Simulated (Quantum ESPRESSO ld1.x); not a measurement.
The numbers below are computed, except where a source is named.
Problem. All-electron atom: the platinum ion Pt3+ in [Xe] 4f14 5d7. Code: ld1.x of Quantum ESPRESSO 7.5. Model: scalar-relativistic Kohn-Sham, PBE, spin-unpolarised, spherical densities, point nucleus. Some entries of the table are withheld. Estimate them.

orbital,occ.,eigenvalue (eV),<r^2> (bohr^2),<r> (bohr)
1s,2,(1),(2),0.01714
2s,2,-13815.1,0.006199,0.07234
2p,6,-11975.7,0.005202,0.06523
3s,2,-3272.31,0.04002,0.1871
3p,6,(3),0.04106,0.1882
3d,10,-2156.59,0.03401,(4)
4s,2,-731.093,0.1944,0.4150
4p,6,-555.499,0.2219,0.4419
4d,10,-342.393,0.2534,(5)
5s,2,-137.037,1.010,0.9490
4f,14,-105.607,0.3237,0.5156
5p,6,-90.8480,(6),1.092
5d,7,-38.7649,2.558,1.487

Solution. 
(1) 1s eigenvalue (eV): -78474.9
(2) 1s <r^2> (bohr^2): 0.0004059
(3) 3p eigenvalue (eV): -2736.76
(4) 3d <r> (bohr): 0.1704
(5) 4d <r> (bohr): 0.4682
(6) 5p <r^2> (bohr^2): 1.347
